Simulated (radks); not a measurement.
The numbers below are computed, except where a source is named.
Initial-state core-level shifts of the osmium ion Os+ when its valence configuration changes from [Xe] 4f14 5d6 6s1. Level of theory: scalar-relativistic Kohn-Sham, PBEsol, spin-unpolarised, spherical densities, point nucleus (a radial shooting solver on a logarithmic mesh with Libxc functionals). Shifts are changes of the shell-averaged eigenvalues in eV (positive: less bound).

valence                    3p       3d       4s      5s
4f14 5d5 6s1 6p1       -4.767   -4.780   -4.751  -4.605
4f14 5d4 6s1 6p2       -9.719   -9.751   -9.677  -9.309
4f13 5d6 6s2          -16.823  -16.692  -15.213  -7.341
4f14 5d4 6s1.5 6p1.5   -8.955   -8.986   -8.911  -8.553
4f14 5d6 6s0.5 6p0.5   -0.809   -0.808   -0.812  -0.812
4f14 5d5.5 6s1.5       -1.546   -1.553   -1.537  -1.475
4f13 5d6 6s1 6p1      -18.452  -18.318  -16.847  -8.967
4f14 5d5 6s1.5 6p0.5   -3.971   -3.985   -3.954  -3.812
4f14 5d5.5 6s1 6p0.5   -2.358   -2.364   -2.352  -2.287
